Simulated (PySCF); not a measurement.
H₂O₂Pb, neutral, multiplicity 1. Atoms are numbered in the order given.

```xyz
5

Pb     0.2704     0.0224     0.0000
O     -1.2378     1.4686     0.0000
H     -2.1072     1.0465     0.0000
O     -1.1677    -1.5260     0.0000
H     -0.8227    -2.4257     0.0000
```

Geometry optimised at B3LYP-D3(BJ)/def2-TZVP. The def2 effective core potentials stand for the cores of Pb; spin–orbit coupling is left out. The values are those of a single conformer.

Calculation: HF/def2-TZVPD run with PySCF.

Mulliken values depend strongly on the basis, most of all with diffuse functions as here. ESP charges are fitted to the potential on shells at 1.4 to 2.0 van der Waals radii. Atomic charges (e):

```
atom  Mulliken  ESP fit
----  --------  -------
Pb1       1.16     0.72
O2       -0.88    -0.73
H3        0.32     0.39
O4       -0.89    -0.71
H5        0.28     0.33
```
